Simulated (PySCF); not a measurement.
Molecule (SMILES): O=BF.
Geometry (B3LYP-D3(BJ)/def2-TZVP, fixed):
```xyz
3

F      0.0000     0.0000    -1.1989
B      0.0000     0.0000     0.0871
O      0.0000     0.0000     1.2943
```
Charge 0, spin multiplicity 1.

Basis-set convergence of the isotropic shielding of O3 at HF with PySCF. GIAO, no density fitting; atoms are numbered in the order shown. All functions are spherical. No added dispersion term, no relativity. Reference: the value in pcseg-3, 206.29 ppm, itself unsure by roughly 1.48 ppm (its distance from pcSseg-2). Deviations are taken from unrounded values. Cost is core time over that of cc-pVTZ, rough, on shared machines of one kind; a dash marks a row that isn't timed (too short, read off another run, short of memory, by another algorithm or on other hardware).

```
basis              functions  isotropic shielding of O3 (ppm)  minus reference (ppm)  cost
-----------------  ---------  -------------------------------  ---------------------  ----
STO-3G                    15                           225.57                  19.28     -
6-31G                     27                           196.85                  -9.44     -
pcSseg-0                  27                           175.62                 -30.67     -
pcseg-0                   27                           209.02                   2.73     -
6-31G**                   42                           222.80                  16.51     -
def2-SVP                  42                           216.43                  10.14     -
pcseg-1                   42                           213.60                   7.31     -
pcSseg-1                  51                           197.86                  -8.43     -
6-31+G*                   54                           226.39                  20.10     -
6-311G**                  54                           201.10                  -5.19     -
aug-pcseg-1               69                           216.62                  10.33  0.4×
cc-pVTZ                   90                           206.99                   0.70    1×
pcseg-2                   90                           204.05                  -2.24  0.9×
6-311++G(3df,3pd)        117                           212.57                   6.28    1×
def2-TZVPPD              117                           209.23                   2.94    2×
aug-cc-pVTZ              138                           212.06                   5.77    3×
pcseg-3                  180                           206.29                   0.00    9×
def2-QZVPPD              195                           209.00                   2.70   10×
```
